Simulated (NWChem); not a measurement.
Species: SiH2O, singlet; SMILES O[SiH]

Computed with NWChem. Pople sets run with spherical d functions. Low-valent species are run as closed-shell singlets; no triplet was tried in these runs. The geometry was optimised at PBE-D3(BJ)/def2-SVP. B3LYP is NWChem's, with the RPA form of VWN correlation. Static field.

| level | basis functions | isotropic polarisability (bohr³) | anisotropy (bohr³) | relative time |
|---|---|---|---|---|
| B3LYP/6-31G* | 36 | 28.1 | 8.0 | 1 |
| B3LYP/6-31+G* | 44 | 32.3 | 11.0 | 2 |
| B3LYP/def2-SVP | 42 | 29.1 | 10.0 | 1 |
| B3LYP/def2-SVPD | 63 | 37.3 | 7.3 | 2 |
| B3LYP/def2-TZVP | 80 | 33.6 | 9.7 | 6 |
| B3LYP/aug-cc-pVDZ | 68 | 38.3 | 8.8 | 6 |
| B3LYP/Sadlej pVTZ | 74 | 38.7 | 8.3 | 7 |
| B3LYP/def2-TZVPD | 101 | 38.5 | 7.8 | 10 |
| B3LYP/aug-cc-pVTZ | 142 | 38.8 | 8.2 | 40 |

Relative times are rough (shared machine, one core).
